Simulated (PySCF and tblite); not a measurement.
The numbers below are computed, except where a source is named.
System: C₆H₈NOS (charge -1), numbered as in [CH3:1][N:2]([CH3:3])[c:4]1[cH:5][cH:6][c:7]([O-:8])[s:9]1.

Motion: rotation about the C4–N2 bond (torsion C5–C4–N2–C1 from -117° to 11°, rising). GFN2-xTB gives an electronic barrier of 3.6 kcal/mol and a reaction energy of 2.9 kcal/mol.

The ion is treated without a counter-ion.

(1) What does PBE0/pcSseg-1 + D3(BJ) give on GFN2-xTB geometries?

Programs: tblite and PySCF.

Results:

(1) A barrier of 4.8 kcal/mol, 1.1 above the tight-binding barrier (from unrounded values), a reaction energy of 2.4 kcal/mol and, with GFN2-xTB thermal terms, ΔG‡(298 K) = 5.3 kcal/mol and k = 1.6×10⁹ s⁻¹ (2 equivalent paths).
